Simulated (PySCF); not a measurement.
# Computed spin Hamiltonian

C₃H₁₀FSi₃ (doublet state).
Atom-mapped SMILES: `[F:1][C:2]1[SiH2:3][CH2:4][SiH2:5][CH2:6][SiH2:7]1` (hydrogens: H8, H9 on Si3; H10, H11 on C4; H12, H13 on Si5; H14, H15 on C6; H16, H17 on Si7)

Geometry (GFN2-xTB, Å), atoms numbered from 1 in this order:
```
atom  x, y, z in Å
F1     2.756   -1.501   -0.107
C2     1.562   -0.850   -0.104
Si3    0.062   -1.974   -0.218
C4    -1.441   -0.975    0.371
Si5   -1.509    0.829   -0.223
C6     0.033    1.727    0.431
Si7    1.698    1.023   -0.151
H8    -0.136   -2.404   -1.613
H9     0.286   -3.165    0.613
H10   -2.343   -1.494    0.052
H11   -1.466   -0.980    1.460
H12   -2.720    1.478    0.312
H13   -1.560    0.890   -1.690
H14    0.002    1.713    1.520
H15   -0.013    2.777    0.147
H16    1.978    1.469   -1.527
H17    2.804    1.451    0.717
```

The hyperfine couplings belong to this conformer and change with its torsions.

Method used: UKS B3LYP, pcH-1 on C F H Si, non-relativistic, mean-field spin-orbit, GIAO in PySCF 2.14.0. Geometry: GFN2-xTB, one conformer, isolated molecule. A GFN2-xTB geometry isn't a minimum of the functional, and hyperfine couplings can be far from their values at a DFT geometry. Stability of the SCF solution: not tested.

| Property | Result |
| --- | --- |
| g1, g2, g3 | 2.00203, 2.00527, 2.00575 |
| g_iso | 2.00435 |
| Form of g | close to axial: the two nearest values differ by 13 % of g3 − g1 |
| ⟨S²⟩ | 0.7535 (exact 0.7500) |
| α and β electrons | 40, 39 |
| HOMO–LUMO gap, α and β orbitals | 5.99, 5.31 eV |
| Total energy | -1088.68202 Eh |

Isotropic coupling and dipolar principal values T1 to T3, in mT (MHz turned into mT with g_iso):

```
atom  isotope  a_iso  of which spin–orbit     T1     T2     T3  Mulliken spin population
  F1      19F   5.26                 0.04  -9.71  -8.73  18.44                      0.08
  C2      13C   3.19                 0.00  -2.65  -2.51   5.16                      0.87
 Si3     29Si   1.37                 0.00  -0.08  -0.01   0.09                     -0.03
  C4      13C   0.06                 0.00  -0.03  -0.02   0.04                      0.00
 Si5     29Si   0.05                 0.00  -0.02   0.01   0.01                      0.00
  C6      13C   0.06                 0.00  -0.03  -0.02   0.04                      0.00
 Si7     29Si   1.37                 0.00  -0.08  -0.01   0.09                     -0.03
  H8       1H   2.51                 0.00  -0.12  -0.05   0.17                      0.04
  H9       1H   0.96                 0.00  -0.11  -0.09   0.19                      0.02
 H10       1H  -0.01                 0.00  -0.04  -0.04   0.08                      0.00
 H11       1H   0.00                 0.00  -0.07  -0.06   0.13                      0.00
 H12       1H   0.10                 0.00  -0.02  -0.02   0.04                      0.00
 H13       1H   0.03                 0.00  -0.04  -0.04   0.08                      0.00
 H14       1H   0.00                 0.00  -0.07  -0.06   0.13                      0.00
 H15       1H  -0.01                 0.00  -0.04  -0.04   0.08                      0.00
 H16       1H   2.51                 0.00  -0.12  -0.05   0.17                      0.04
 H17       1H   0.96                 0.00  -0.11  -0.09   0.19                      0.02
```

The largest Mulliken spin populations are on C2 (+0.87) and F1 (+0.08). No atom but C2 exceeds +0.15. The angles at C2 add up to 359.7°, so it is planar.

Axes: g3 points within 3° of the F1–C2 bond.

Under fast tumbling the dipolar parts average out, and these isotropic splittings remain: 1 × 19F (F1, I = 1/2, 2 lines) with 5.26 mT, 4 × 1H (H8/H9/H16/H17, I = 1/2, 5 lines) with 1.74 mT and 2 × 1H (H12/H13, I = 1/2, 3 lines) with 0.06 mT.

Nuclei that the bonding pattern makes equivalent are averaged, as if the motion that swaps them (rotation, inversion, ring flip) were fast. The 1H value of +48.7 MHz is a mean of couplings from 27.0 to 70.4 MHz in this one geometry, not an average over conformers.

The 29Si coupling of Si3/Si7 (mean 38.5 MHz) shows only in satellite lines or after enrichment, since that isotope makes up about 4.7 % of natural silicon.

The 13C coupling of C2 (89.4 MHz) shows only in satellite lines or after enrichment, since that isotope makes up about 1.07 % of natural carbon.

The spin density at the nucleus, in bohr⁻³, is negative for Si3/Si7 (-0.0434) and Si5 (-0.0015), for instance. A restricted open-shell determinant has no negative spin density anywhere; here it arises because α and β orbitals differ (spin polarisation).
